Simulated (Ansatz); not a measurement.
`B[CH2][SnH3]` + HCl → `[Cl][SnH3]` + `BC` at 500 K and 1 bar (ligand exchange at the Sn–C bond).

Isolated molecules relaxed with PBE0-D4/def2-TZVP in Ansatz; ΔE leaves out vibrations. CCSD(T)/CBS adds triple-zeta CCSD(T) − MP2 to the extrapolated MP2 energy (def2 sets, frozen cores). This one scheme is used for every species. def2 core potentials past Kr. For Sn outer-core shells are correlated without core-valence functions, which leaves a few kJ/mol of doubt a bond.

```
       species  CCSD(T)/CBS energy (Eh)  H − E (kJ/mol)  S (J/(mol·K))
`B[CH2][SnH3]`               -281.04910           220.0          387.8
           HCl               -460.38127            32.5          201.9
  `[Cl][SnH3]`               -675.62576            83.0          311.4
          `BC`                -65.83255           172.2          281.8
```

H − E and S are ideal-gas, rigid-rotor, harmonic terms from PBE0-D4/def2-TZVP. 1 Eh = 2625.50 kJ/mol, R = 8.31446 J/(mol·K).

By hand: ΔE, ΔH, ΔS and ΔG.

ΔE = (-675.62576) + (-65.83255) − (-281.04910) − (-460.38127) = -0.02794 Eh = -73.4 kJ/mol. Δ(H − E) = 83.0 + 172.2 − 220.0 − 32.5 = 2.7, so ΔH = -70.7 kJ/mol. ΔS = 311.4 + 281.8 − 387.8 − 201.9 = 3.5 J/(mol·K). ΔG = -70.7 − 500 × (3.5)/1000 = -72.5 kJ/mol.

By hand: the equilibrium constant, and the temperature at which ΔG would vanish if ΔH and ΔS stayed fixed.

log₁₀ K = −ΔG/(RT ln 10) = 7.6. ΔH and −TΔS have one sign here, so there is no such temperature. One of them is within its doubt of zero, so this could turn.

The number of gas molecules stays the same, so ΔS is small and ΔH decides. A doubt of 5 kJ/mol in ΔE shifts log₁₀ K by 0.5 here. Modes under 60 cm⁻¹, often nearly free rotors, make the harmonic entropy too high. These are equilibria of isolated gas molecules and say nothing of rates. Largest T1 diagnostic: 0.012 (customary marks: 0.02 for closed shells, 0.045 for open ones).
